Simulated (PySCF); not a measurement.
# SiHCl3

SiHCl3 is a small molecule, neutral, singlet. The structure was relaxed in the gas phase by PBE0-D3(BJ)/def2-SVP. No frequency run checks that it is a minimum.

SMILES: Cl[SiH](Cl)Cl

```xyz
5

Si    0.040   -0.025    0.013
Cl   -1.335   -1.386   -0.645
Cl    1.871   -0.487   -0.770
Cl   -0.510    1.841   -0.612
H     0.106   -0.056    1.487
```
Atoms count from 1 in this order.

Shieldings: GIAO PBE0/pcSseg-2. Shifts are against computed references at the same level: H TMS (σ 31.24 ppm), Si TMS (σ 341.3 ppm). Core levels by delta-SCF with SCAN, pcX-2 on the ionised atom and pcseg-1 elsewhere, spin-free X2C (2p3/2 is the spin-free 2p value less a third of a first-order spin-orbit splitting); from the vacuum level, for chosen atoms.

**Question.** Give the shieldings and core levels atom by atom.

**Answer.** 
| atoms | bonded to | σ (ppm) | δ (ppm) | core level (eV) |
| --- | --- | --- | --- | --- |
| Si1 | 3 Cl + 1 H | 331.7 | 9.6 | 2p3/2 109.77 |
| Cl2 Cl3 Cl4 | 1 Si | 803.7 | - | 2p3/2 206.78 |
| H5 | 1 Si | 25.02 | 6.22 | - |

Values are those of this one static structure; atoms that internal rotation interchanges would show their mean in an NMR spectrum.

**Question.** By CAM-B3LYP/def2-SVPD (TDDFT singlets, Tamm-Dancoff triplets, ionisation by delta-SCF), where does absorption start, and what does vertical ionisation take?

**Answer.** The first singlet with intensity lies at 8.08 eV (f 0.014); what lies below it is dark. The lowest singlet lies at 7.74 eV (f 0.000), the strongest of the first 6 at 8.11 eV (f 0.057), the lowest triplet at 7.27 eV; vertical ionisation takes 11.85 eV.

The 3 runs behind this took 55 s in all, one thread each of Arm Neoverse V1 on a shared host, launched as `OMP_NUM_THREADS=1 python cluster_run.py task.json out`.
